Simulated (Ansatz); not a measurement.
Basis sets compared for Ge19PH36. The state is a doublet with charge 0. Geometry PBE-D4/def2-SVP. Ansatz on 11 threads of AMD EPYC 7R13 on a shared host and a whole NVIDIA H100 80GB HBM3; times are rough, and most runs start from earlier orbitals.

Cartesian coordinates in Å:
```
Ge -4.165 -0.105 -0.298
Ge -4.252 -2.876 2.737
Ge -0.182 -2.736 3.097
Ge -3.740 2.843 -3.082
Ge 0.331 2.825 -2.681
Ge 3.902 -0.038 -0.084
Ge 3.930 -2.744 2.983
Ge 4.443 2.908 -2.905
Ge -4.468 -0.526 2.091
Ge -4.135 2.303 -0.730
P -2.150 -1.077 -1.045
Ge -0.389 -0.330 2.677
Ge -2.115 -3.928 2.183
Ge 1.852 -3.776 2.215
Ge 0.408 1.772 -0.471
Ge -1.600 2.064 -3.974
Ge 2.338 2.238 -3.954
Ge 4.259 -0.418 2.307
Ge 4.621 2.254 -0.555
Ge 1.547 -0.378 -0.690
H -5.379 -0.717 -1.065
H -5.405 -3.675 2.060
H -4.456 -2.982 4.277
H -0.214 -2.952 4.645
H -4.903 2.235 -3.921
H -3.799 4.389 -3.259
H 0.250 4.376 -2.535
H 4.815 -1.022 -0.879
H 3.978 -2.849 4.537
H 5.118 -3.584 2.425
H 4.591 4.454 -3.021
H 5.620 2.262 -3.694
H -5.907 -0.059 2.468
H -3.470 0.347 2.899
H -5.525 2.875 -0.320
H -3.068 2.987 0.167
H -2.643 -2.426 -0.926
H -2.521 -0.988 -2.436
H -1.059 0.400 3.890
H 0.991 0.363 2.431
H -2.116 -5.379 2.748
H -1.966 -4.035 0.639
H 1.832 -5.264 2.685
H 1.801 -3.787 0.662
H -1.017 1.624 0.130
H 1.228 2.680 0.491
H -1.587 0.510 -4.038
H -1.462 2.582 -5.437
H 2.343 0.694 -4.142
H 2.245 2.875 -5.372
H 3.309 0.504 3.121
H 5.721 -0.014 2.667
H 3.755 3.221 0.301
H 6.099 2.428 -0.094
H 0.924 -1.462 0.230
H 1.441 -0.886 -2.156
```

The 6-31G sets use Cartesian d functions. Single mean-field runs in 6-31G, def2-SVP, def2-TZVP are fitted with def2-universal-jkfit.

Binding counts from free atoms (Ge triplet, P quartet, H doublet) in the same basis, without a counterpoise term.

```json
{"level": "HF/STO-3G", "functions": "387", "energy (Eh)": "-39341.9377", "HOMO (eV)": "-6.12", "LUMO (eV)": "5.08", "binding per atom (eV)": "3.49", "wall time": "4.4 s"}
{"level": "HF/6-31G", "functions": "636", "energy (Eh)": "-39787.1507", "HOMO (eV)": "-8.39", "LUMO (eV)": "0.51", "binding per atom (eV)": "1.81", "wall time": "8 s"}
{"level": "PBE-D4/def2-SVP", "functions": "806", "energy (Eh)": "-39815.1040", "HOMO (eV)": "-5.04", "LUMO (eV)": "-3.88", "binding per atom (eV)": "2.76", "wall time": "5.5 s"}
{"level": "PBE0-D4/def2-SVP", "functions": "806", "energy (Eh)": "-39816.2227", "HOMO (eV)": "-6.07", "LUMO (eV)": "-3.06", "binding per atom (eV)": "2.76", "wall time": "12 s"}
```

(1) Estimate the rows for PBE-D4/def2-TZVP (with forces), PBE0-D4/def2-TZVP (with forces).

Answers

(1) 
```csv
level,functions,energy (Eh),HOMO (eV),LUMO (eV),binding per atom (eV),wall time
PBE-D4/def2-TZVP (with forces),1165,-39820.2094,-5.11,-3.96,2.76,9 s
PBE0-D4/def2-TZVP (with forces),1165,-39821.3055,-6.11,-3.11,2.76,27 s
```
